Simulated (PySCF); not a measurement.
Compound: pivaloyl chloride, C5H9ClO.
Bonds: C1–C2, C2–C3, C2–C4, C2–C5, C5–O6 (double), C5–Cl7. Hydrogens: H8, H9, H10 on C1; H11, H12, H13 on C3; H14, H15, H16 on C4.

The same species was optimised twice, with GFN2-xTB and with PBE0-D3(BJ)/def2-SVP (PySCF), and the same property calculations (PySCF, gas phase) were run on both structures.

```
     coordinate  GFN2-xTB  PBE0-D3(BJ)/def2-SVP  change
     C5–Cl7 (Å)     1.776                 1.804  +0.028
      C2–C5 (Å)     1.508                 1.524  +0.016
      C1–C2 (Å)     1.531                 1.528  -0.003
      C5=O6 (Å)     1.184                 1.182  -0.002
      C2–C3 (Å)     1.533                 1.533   0.000
      C2–C4 (Å)     1.533                 1.533   0.000
   C2–C5–O6 (°)     128.3                 127.1    -1.2
  O6–C5–Cl7 (°)     118.6                 119.3    +0.7
   C1–C2–C5 (°)     108.2                 107.5    -0.7
   C4–C2–C5 (°)     109.0                 109.6    +0.6
  C2–C5–Cl7 (°)     113.2                 113.6    +0.4
   C3–C2–C5 (°)     109.1                 108.7    -0.4
   C1–C2–C3 (°)     110.0                 110.4    +0.4
   C1–C2–C4 (°)     110.1                 110.3    +0.2
C1–C2–C5–O6 (°)         0                     2      +2
```

Rotational constants: A = 3009, B = 1754, C = 1464 MHz (GFN2-xTB) against A = 2987, B = 1723, C = 1439 MHz (PBE0-D3(BJ)/def2-SVP).

On the GFN2-xTB structure: HOMO (eV) -8.34 [PBE0/pcSseg-1]; LUMO (eV) -0.91 [PBE0/pcSseg-1]; dipole (D) 3.09 [PBE0/pcSseg-1]; GIAO shielding of C1/C3/C4 (mean) (ppm) 157.7 [PBE0/pcSseg-1]; GIAO shielding of C2 (ppm) 137.4 [PBE0/pcSseg-1]; GIAO shielding of C5 (ppm) -4.4 [PBE0/pcSseg-1]; GIAO shielding of O6 (ppm) -253.2 [PBE0/pcSseg-1]; GIAO shielding of Cl7 (ppm) 543.1 [PBE0/pcSseg-1].

Q: What do these properties become on the PBE0-D3(BJ)/def2-SVP structure?

A: 
```
                                    property          level  on GFN2-xTB  on PBE0-D3(BJ)/def2-SVP  change
                                   HOMO (eV)  PBE0/pcSseg-1        -8.34                    -8.38   -0.04
                                   LUMO (eV)  PBE0/pcSseg-1        -0.91                    -0.94   -0.03
                                  dipole (D)  PBE0/pcSseg-1         3.09                     3.09    0.00
energy, GFN2-xTB geometry as zero (kcal/mol)  PBE0/pcSseg-1          0.0                     -0.7    -0.7
     GIAO shielding of C1/C3/C4 (mean) (ppm)  PBE0/pcSseg-1        157.7                    155.6    -2.1
                  GIAO shielding of C2 (ppm)  PBE0/pcSseg-1        137.4                    134.8    -2.6
                  GIAO shielding of C5 (ppm)  PBE0/pcSseg-1         -4.4                     -5.2    -0.8
                  GIAO shielding of O6 (ppm)  PBE0/pcSseg-1       -253.2                   -251.4    +1.8
                 GIAO shielding of Cl7 (ppm)  PBE0/pcSseg-1        543.1                    532.9   -10.2
```

The heavy atoms differ by 0.027 Å rms after alignment. Among bonds between heavy atoms C5–Cl7 changes most (+0.028 Å). Changes are differences of the printed values. Neither structure is proved a minimum here.

Shape of the structure used: `[CH3:1][C:2]([CH3:3])([CH3:4])[C:5](=[O:6])[Cl:7]`: C1–C2–C5–O6 2°.
